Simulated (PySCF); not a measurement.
Adding and removing an electron: PbF

PBE; basis Pb def2-SVPD with ECP60, F def2-SVPD; scalar-relativistic core potentials; PySCF 2.14. Neutral (UKS): doublet (π ↑), Re = 2.118 Å, ωe = 487 cm⁻¹, De = 4.98 eV, HOMO -3.88 eV, LUMO -3.80 eV.

PbF⁺ (UKS): singlet (closed shell), Re = 2.037 Å, ωe = 582 cm⁻¹. The energies at the minima are -292.59650 hartree for PbF and -292.34273 for PbF⁺.

Work out the adiabatic ionisation energy, without and with harmonic zero-point energies (1 hartree = 27.2114 eV, 1 eV = 8065.5 cm⁻¹), and the change of the bond length.

At PBE: 0.25377 hartree = 6.905 eV between the minima; the zero-point term (582.0 − 487.0)/2 cm⁻¹ = +0.006 eV makes it 6.911 eV. Re changes by -8.1 pm against the neutral. The electron leaves a π orbital; in so polar a molecule the change of length follows mostly from the change of the ionic charges.

PbF⁻ (UKS): triplet (π ↑↑), Re = 2.238 Å, ωe = 367 cm⁻¹, De = 2.31 eV to Pb + F⁻. The energies at the minima are -292.59650 hartree for PbF and -292.63603 for PbF⁻.

Work out the adiabatic electron affinity, without and with harmonic zero-point energies (1 hartree = 27.2114 eV, 1 eV = 8065.5 cm⁻¹), and the change of the bond length.

At PBE: 0.03953 hartree = 1.076 eV between the minima; the zero-point term (487.0 − 367.0)/2 cm⁻¹ = +0.007 eV makes it 1.083 eV. Re changes by +12.0 pm against the neutral. The electron enters a π orbital; in so polar a molecule the change of length follows mostly from the change of the ionic charges.

Spin–orbit coupling is left out, which matters for elements this heavy, above all for dissociation energies. For an ion De counts to the pair picked by the measured ionisation energies or electron affinities, which need not be the lowest pair at this level. The highest Kohn–Sham level is positive in this anion. Much of that is self-interaction error, but it also means that the finite basis helps to hold the extra electron. States were picked by a PBE0 search and need not be the measured ground states.
